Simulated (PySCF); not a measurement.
Ionisation energy of W⁵⁶⁺ by level of theory

W⁵⁶⁺ [Ar] (1S) → W⁵⁷⁺ [Ne] 3s2 3p5 (2P), as a difference of total energies. Computed with PySCF 2.14 in an uncontracted even-tempered set (17 s from 15 bohr⁻², ratio 2.5; 12 p from 19 bohr⁻², ratio 2.5; 4 d from 79 bohr⁻², ratio 2.7; 4 f from 120 bohr⁻², ratio 2.7), with scalar relativity by spin-free X2C-1e. Correlated levels: outer shells: 1s2 frozen; virtual orbitals above 40 to 60 times the deepest correlated orbital energy dropped. The calculations carry no spin-orbit coupling.

```json
{"method": "UHF", "ionisation energy (eV)": "5838.1"}
{"method": "MP2 (outer shells)", "ionisation energy (eV)": "5839.2"}
{"method": "SCS-MP2 (outer shells)", "ionisation energy (eV)": "5839.0"}
{"method": "CCSD (outer shells)", "ionisation energy (eV)": "5839.1"}
{"method": "CCSD(T) (outer shells)", "ionisation energy (eV)": "5839.1"}
```

A first-order spin-orbit estimate (lowest level to lowest level, LS coupling) adds -107.3 eV.

Breit and QED terms and the two-electron picture change are absent.

For comparison: 5719 ± 5 eV (semi-empirical (NIST evaluation); NIST Atomic Spectra Database, ionization energies).
